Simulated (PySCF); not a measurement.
## Si: excitation energy

Si [Ne] 3s2 3p2 (3P) → Si [Ne] 3s1 3p3 (5S), as a difference of total energies. Computed with PySCF 2.14 in aug-cc-pVDZ-DK (5s4p2d, 27 functions), with scalar relativity by spin-free X2C-1e. Correlated levels: valence: [Ne] frozen. The calculations carry no spin-orbit coupling.

```tsv
method	excitation energy (eV)
UHF	2.685
MP2 (valence)	3.473
SCS-MP2 (valence)	3.850
CCSD (valence)	3.808
CCSD(T) (valence)	3.839
CCSDT (valence)	3.850
FCI (valence)	3.852
```

**Question.** How much does correlation contribute at CCSD(T) (valence)?

**Answer.** 3.839 − (2.685) = 1.154 eV, measured against UHF.

A first-order spin-orbit estimate (lowest level to lowest level, LS coupling) adds 0.016 eV.
